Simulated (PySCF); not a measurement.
Method: B3LYP-D3(BJ)/def2-TZVP // BP86-D3(BJ)/def2-SVP run with PySCF. Isolated molecules, 0 K electronic values unless said otherwise. One relaxed conformer stands for a flexible species; it need not be the lowest. B3LYP has the VWN-RPA correlation part, as in Gaussian. 

Reference species: [Cd(Cl)2] (neutral, multiplicity 1).

```yaml
coordination_number: 2
charge on the central atom (Mulliken): 0.80 e
```

Changed species: [Cd(Cl)(NH2)] (1 of 2 Cl replaced by NH2; the reference has 0 of 2 Cl replaced by NH2).

Problem. Predict the effect on the coordination number and charge on the central atom (Mulliken).

Solution. the coordination number is nearly the same; the charge on the central atom (Mulliken) falls by 0.05 e, to 0.75 e.
